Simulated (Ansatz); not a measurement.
Ansatz (a first-principles code) input (CCSD(T)/def2-SVPD):

Ansatz 0.2 input:
```yaml
crystal:
  periodic: [false, false, false]
  atoms:
    - {symbol: Cd, position_ang: [-0.00000000, -0.00000000, -1.34399523]}
    - {symbol: Te, position_ang: [0.00000000, 0.00000000, 1.24061099]}
basis:
  gaussian:
    orbitals: def2-SVPD
magnetization: {spin_polarized: false}
correlation: {method: ccsd_t, electrons: outside_noble_gas}
output: {forces: true}
```

End of the output:

```
integrals: 0.05 GiB planned
778 factors; integrals over basis functions are off by at most 2.5e-4 eV
mean field: 0.22 GiB planned
mean field evaluation 1: about -11803.3392 eV, gradient 1.8e1 eV
mean field evaluation 2: about -11803.4692 eV, gradient 1.8e1 eV
mean field evaluation 4: about -11804.9124 eV, gradient 1.1e0 eV
mean field evaluation 8: about -11804.9273 eV, gradient 2.1e-1 eV
mean field evaluation 16: about -11803.3393 eV, gradient 1.8e1 eV
mean field evaluation 32: about -11801.5709 eV, gradient 2.8e-6 eV
mean field evaluation 64: about -11801.5709 eV, gradient 9.1e-3 eV
mean field evaluation 96: about -11801.5709 eV, gradient 3.0e-6 eV
mean field -11804.92755983 eV, -433.8230861564 hartree, gradient 5.6e-6 eV, S^2 0.000000; 3 other end points of the search recorded, 0 dependent functions left out; unrestricted orbitals would lower it
mean field evaluation 128: about -11804.6758 eV, gradient 3.6e0 eV
determinant -11804.92755983 eV, -433.8230861564 hartree, with singles and doubles -11815.23503781 eV, -434.2018789855 hartree
determinant -11801.57094946 eV, -433.6997330005 hartree, with singles and doubles -11811.82374122 eV, -434.0765161481 hartree
13 core orbitals not correlated
reference -11804.92755983 eV, -433.8230861564 hartree; 9, 9 occupied and 47, 47 virtual orbitals, 778 factors
densities: 0.18 GiB planned
second order -10.33590569 eV of doubles, -0.00000000 eV of singles
coupled cluster: 0.14 GiB planned
cycle   1  -10.30478405 eV  change   -8.8e-2 eV  update   2.1e-2
cycle   2  -10.31439457 eV  change   -9.6e-3 eV  update   5.1e-3
cycle   3  -10.31391623 eV  change    4.8e-4 eV  update   2.7e-3
cycle   4  -10.31499903 eV  change   -1.1e-3 eV  update   8.0e-4
cycle   5  -10.31497797 eV  change    2.1e-5 eV  update   4.1e-4
cycle   6  -10.31510829 eV  change   -1.3e-4 eV  update   1.4e-4
cycle   7  -10.31510711 eV  change    1.2e-6 eV  update   6.0e-5
cycle   8  -10.31511074 eV  change   -3.6e-6 eV  update   2.6e-5
cycle   9  -10.31510243 eV  change    8.3e-6 eV  update   9.8e-6
cycle  10  -10.31509955 eV  change    2.9e-6 eV  update   3.0e-6
cycle  11  -10.31509918 eV  change    3.7e-7 eV  update   9.4e-7
coupled cluster: 0.14 GiB planned
perturbative correction -0.32846412 eV, -0.0120708339 hartree
the calculation of the forces begins
Total energy: -11815.57112314 eV, -434.2142298935 hartree
Atom 0 at    -0.000000    -0.000000    -1.343995 Å, force     0.000000    -0.000000    -0.121774 eV/Å
Atom 1 at     0.000000     0.000000     1.240611 Å, force     0.000000     0.000000     0.121774 eV/Å
Dipole moment:    -0.000000    -0.000000    -1.061532 e Å
```
